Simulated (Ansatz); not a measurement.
Au₅Se₂⁺. The state is a singlet with charge 1. Geometry PBE0-D4/def2-SVP.

```xyz
7

Au   -2.406    0.725    2.544
Au    0.080   -0.420    0.362
Au   -0.081   -0.488   -3.190
Au   -0.404    3.047    0.984
Au    2.621   -1.864   -1.561
Se    0.240   -2.075   -1.430
Se   -0.052    1.076    2.291
```

In the def2 sets Au takes a core potential; there is no spin–orbit coupling. Another isomer (singlet) lies 0.02 eV lower at PBE0-D4/def2-TZVP; other spin states weren't run for this one.

Estimate the orbital energies around the gap (eV) in Ansatz with LDA (SPW92)/def2-TZVP, PBE-D4/def2-SVP, PBE-D4/def2-TZVP, r2SCAN-D4/def2-TZVP, r2SCAN0-D4/def2-TZVP.


```csv
orbital,LDA (SPW92)/def2-TZVP,PBE-D4/def2-SVP,PBE-D4/def2-TZVP,r2SCAN-D4/def2-TZVP,r2SCAN0-D4/def2-TZVP
HOMO−5,-10.88,-10.60,-10.55,-10.68,-11.58
HOMO−4,-10.75,-10.48,-10.43,-10.58,-11.52
HOMO−3,-10.47,-10.21,-10.15,-10.30,-11.20
HOMO−2,-10.30,-10.04,-10.00,-10.13,-10.97
HOMO−1,-10.24,-9.99,-9.93,-10.07,-10.93
HOMO,-10.15,-9.90,-9.83,-9.97,-10.83
LUMO,-8.03,-7.67,-7.66,-7.44,-6.57
LUMO+1,-8.01,-7.64,-7.64,-7.41,-6.52
LUMO+2,-7.79,-7.42,-7.42,-7.21,-6.31
LUMO+3,-7.78,-7.40,-7.41,-7.21,-6.30
LUMO+4,-5.40,-5.04,-4.99,-4.71,-3.72
LUMO+5,-4.81,-4.43,-4.51,-4.26,-3.65
```
